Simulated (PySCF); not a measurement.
A calculated (PBE, PySCF 2.14, ANO-RCC-VTZP, scalar relativity by spin-free X2C-1e) atom or ion has these occupied shells.

```json
{"shell": "1s α", "electrons": "1", "orbital energy (eV)": "-5369.7", "rms radius, mean of both spins (bohr)": "0.0768"}
{"shell": "1s β", "electrons": "1", "orbital energy (eV)": "-5369.7", "rms radius, mean of both spins (bohr)": "0.0768"}
{"shell": "2s α", "electrons": "1", "orbital energy (eV)": "-611.16", "rms radius, mean of both spins (bohr)": "0.335"}
{"shell": "2s β", "electrons": "1", "orbital energy (eV)": "-610.22", "rms radius, mean of both spins (bohr)": "0.335"}
{"shell": "2p α", "electrons": "3", "orbital energy (eV)": "-511.72", "rms radius, mean of both spins (bohr)": "0.304"}
{"shell": "2p β", "electrons": "3", "orbital energy (eV)": "-510.98", "rms radius, mean of both spins (bohr)": "0.304"}
{"shell": "3s α", "electrons": "1", "orbital energy (eV)": "-79.905", "rms radius, mean of both spins (bohr)": "1.02"}
{"shell": "3s β", "electrons": "1", "orbital energy (eV)": "-77.036", "rms radius, mean of both spins (bohr)": "1.02"}
{"shell": "3p α", "electrons": "3", "orbital energy (eV)": "-53.722", "rms radius, mean of both spins (bohr)": "1.10"}
{"shell": "3p β", "electrons": "3", "orbital energy (eV)": "-50.876", "rms radius, mean of both spins (bohr)": "1.10"}
{"shell": "3d α", "electrons": "3", "orbital energy (eV)": "-14.981", "rms radius, mean of both spins (bohr)": "1.54"}
{"shell": "4p α", "electrons": "1", "orbital energy (eV)": "-8.105", "rms radius, mean of both spins (bohr)": "4.00"}
```

Task: Name the element and its charge.

Result: V⁺ (vanadium, charge +1), in [Ar] 3d3 4p1, one real determinant (an excited configuration).
